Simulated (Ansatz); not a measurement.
Abridged output of a molecular run in Ansatz:

```
Functional definition: HF
1531 factors; integrals over basis functions are off by at most 1.1e-3 eV
mean field evaluation 1: about -82619.1949 eV, gradient 3.6e1 eV
mean field evaluation 2: about -82619.4624 eV, gradient 3.6e1 eV
mean field evaluation 4: about -82622.7995 eV, gradient 3.6e0 eV
mean field evaluation 8: about -82622.8665 eV, gradient 1.9e-1 eV
mean field evaluation 16: about -82622.8668 eV, gradient 2.1e-6 eV
mean field -82622.86675483 eV, -3036.3343494495 hartree, gradient 2.1e-6 eV, S^2 0.000000; 0 other end points of the search recorded, 0 dependent functions left out
20 core orbitals not correlated: weight in the atoms' cores, before any rotation towards them, 1.000 or more for the frozen orbitals, at most 0.000 for the correlated occupied ones
reference -82622.86675483 eV, -3036.3343494495 hartree; 18, 18 occupied and 223, 223 virtual orbitals, 1531 factors
second order -20.19135274 eV of doubles, -0.00000000 eV of singles
cycle   1  -20.93044231 eV  change   -7.4e-1 eV  update   9.8e-2
cycle   2  -21.53004952 eV  change   -6.0e-1 eV  update   2.9e-2
cycle   3  -21.59274963 eV  change   -6.3e-2 eV  update   1.2e-2
cycle   4  -21.58250645 eV  change    1.0e-2 eV  update   3.3e-3
cycle   5  -21.58273585 eV  change   -2.3e-4 eV  update   1.3e-3
cycle   6  -21.58236837 eV  change    3.7e-4 eV  update   3.7e-4
cycle   7  -21.58220447 eV  change    1.6e-4 eV  update   1.2e-4
cycle   8  -21.58224307 eV  change   -3.9e-5 eV  update   4.6e-5
cycle   9  -21.58225317 eV  change   -1.0e-5 eV  update   1.8e-5
perturbative correction -0.80556620 eV, -0.0296040116 hartree
Total energy: -82645.25457420 eV, -3037.1570866362 hartree
```

Its atoms:

Cartesian coordinates in Å:
```
N 1.4580 -0.6863 0.8872
Si -0.0857 -1.1244 0.2746
Si -0.6374 0.5629 -1.2460
Se -0.2279 2.5674 -0.1984
H 1.9698 -1.3001 1.4998
H 1.6300 0.2836 1.1044
H -1.1973 -1.2021 1.2756
H 0.0094 -2.4673 -0.3605
H -2.0445 0.4966 -1.7254
H 0.2705 0.6011 -2.4218
H -1.1451 2.2685 0.9105
```

Problem. Which basis set was used?
A. def2-SVP
B. def2-TZVPP
C. def2-TZVPPD
D. cc-pV(D+d)Z

Solution. B. It gives 261 functions.

Problem. Write the keys of the input that set method, charge and spin (a neutral closed shell needs none for the last two).

Solution. 
```yaml
correlation: {method: ccsd_t}
```
